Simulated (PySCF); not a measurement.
Job for PySCF: D3(BJ) and D4 dispersion corrections on CH6SSi (SMILES C[SiH2]S), a point of a torsion scan.

```python
from pyscf import gto
from pyscf.dispersion import dftd3, dftd4

mol = gto.M(
    atom='''
    C    -1.05417952    0.54346995    0.13070710
    Si    0.24518929   -0.82112694   -0.06263638
    S     2.18694626   -0.07608816    0.52585978
    H    -2.02838561    0.20212947   -0.20624936
    H    -0.78804573    1.42073927   -0.45419862
    H    -1.15412894    0.86013744    1.16640739
    H    -0.02680959   -1.96442903    0.80290429
    H     0.43221545   -1.20965009   -1.45321631
    H     2.10388866   -0.40902191    1.80393345
    ''',
    basis='def2-svp',
    charge=0, spin=0, verbose=0, max_memory=1800)
d3, d4 = {}, {}
for xc in ['hf', 'pbe', 'blyp', 'revpbe', 'tpss', 'r2scan', 'b3lyp', 'pbe0', 'bhlyp', 'camb3lyp', 'b2plyp']:
    d3[xc] = float(dftd3.DFTD3Dispersion(mol, xc=xc, version='d3bj', atm=False).get_dispersion()['energy'])
    print(f'D3(BJ) {xc:10s} {d3[xc]:14.8f} Eh')
for xc in ['hf', 'pbe', 'blyp', 'revpbe', 'tpss', 'r2scan', 'b3lyp', 'pbe0', 'bhlyp', 'camb3lyp', 'b2plyp']:
    d4[xc] = float(dftd4.DFTD4Dispersion(mol, xc={'camb3lyp': 'cam-b3lyp'}.get(xc, xc), atm=True).get_dispersion()['energy'])
    print(f'D4     {xc:10s} {d4[xc]:14.8f} Eh')
```

It printed:

```
D3(BJ) hf            -0.05474454 Eh
D3(BJ) pbe           -0.00677377 Eh
D3(BJ) blyp          -0.01490115 Eh
D3(BJ) revpbe        -0.01668166 Eh
D3(BJ) tpss          -0.00868668 Eh
D3(BJ) r2scan        -0.00187894 Eh
D3(BJ) b3lyp         -0.01228661 Eh
D3(BJ) pbe0          -0.00600459 Eh
D3(BJ) bhlyp         -0.01006651 Eh
D3(BJ) camb3lyp      -0.00565409 Eh
D3(BJ) b2plyp        -0.00595716 Eh
D4     hf            -0.02189807 Eh
D4     pbe           -0.00629282 Eh
D4     blyp          -0.01382551 Eh
D4     revpbe        -0.01861843 Eh
D4     tpss          -0.00848454 Eh
D4     r2scan        -0.00149329 Eh
D4     b3lyp         -0.01020562 Eh
D4     pbe0          -0.00530945 Eh
D4     bhlyp         -0.00802703 Eh
D4     camb3lyp      -0.00540469 Eh
D4     b2plyp        -0.00437580 Eh
```

The run finished.

Cost: about 0.020 core-seconds (a rough figure).
